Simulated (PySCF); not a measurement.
s to d promotion along the 4d series

All values are computed (PySCF 2.14, energy differences of UHF-based or UKS calculations, no spin-orbit coupling). Basis: x2c-TZVPPall with one added diffuse shell each of s, p, d, f type, spin-free X2C. Energy of d^(n+1) s¹ above d^n s² in eV (negative where d^(n+1) s¹ lies lower), between high-spin terms; measured values are centres of gravity of the terms (NIST).

```json
{"element": "Nb", "terms": "4d3 5s2 (4F) → 4d4 5s1 (6D)", "UHF": "-0.732", "LDA": "-0.781", "PBE": "-0.889", "r2SCAN": "-1.038", "PBE0": "-0.847", "MP2 (valence and next inner shell)": "-0.502", "CCSD(T) (valence)": "-0.166", "CCSD(T) (valence and next inner shell)": "-0.223", "measured": "-0.184"}
{"element": "Mo", "terms": "4d4 5s2 (5D) → 4d5 5s1 (7S)", "UHF": "-2.196", "LDA": "-1.952", "PBE": "-2.085", "r2SCAN": "-2.409", "PBE0": "-2.144", "MP2 (valence and next inner shell)": "-1.928", "CCSD(T) (valence)": "-1.607", "CCSD(T) (valence and next inner shell)": "-1.610", "measured": "n/a"}
{"element": "Ru", "terms": "4d6 5s2 (5D) → 4d7 5s1 (5F)", "UHF": "-0.691", "LDA": "-1.179", "PBE": "-1.318", "r2SCAN": "-1.348", "PBE0": "-1.252", "MP2 (valence and next inner shell)": "-0.846", "CCSD(T) (valence)": "-0.828", "CCSD(T) (valence and next inner shell)": "-0.725", "measured": "-0.867"}
{"element": "Rh", "terms": "4d7 5s2 (4F) → 4d8 5s1 (4F)", "UHF": "-1.303", "LDA": "-1.972", "PBE": "-1.996", "r2SCAN": "-1.972", "PBE0": "-1.929", "MP2 (valence and next inner shell)": "-1.723", "CCSD(T) (valence)": "-1.574", "CCSD(T) (valence and next inner shell)": "-1.480", "measured": "n/a"}
{"element": "Ag", "terms": "4d9 5s2 (2D) → 4d10 5s1 (2S)", "UHF": "-3.694", "LDA": "-4.110", "PBE": "-4.068", "r2SCAN": "-4.074", "PBE0": "-4.086", "MP2 (valence and next inner shell)": "-4.208", "CCSD(T) (valence)": "-4.016", "CCSD(T) (valence and next inner shell)": "-3.843", "measured": "-3.971"}
```

Question: Which way does each method err?

Answer: Mean (and mean absolute) errors over the 3 elements with all values: UHF -0.03 (0.33) eV; LDA -0.35 (0.35) eV; PBE -0.42 (0.42) eV; r2SCAN -0.48 (0.48) eV; PBE0 -0.39 (0.39) eV; MP2 (valence and next inner shell) -0.18 (0.19) eV; CCSD(T) (valence) 0.00 (0.03) eV; CCSD(T) (valence and next inner shell) 0.08 (0.10) eV. A negative mean favours the extra d electron, a positive one the s² configuration.
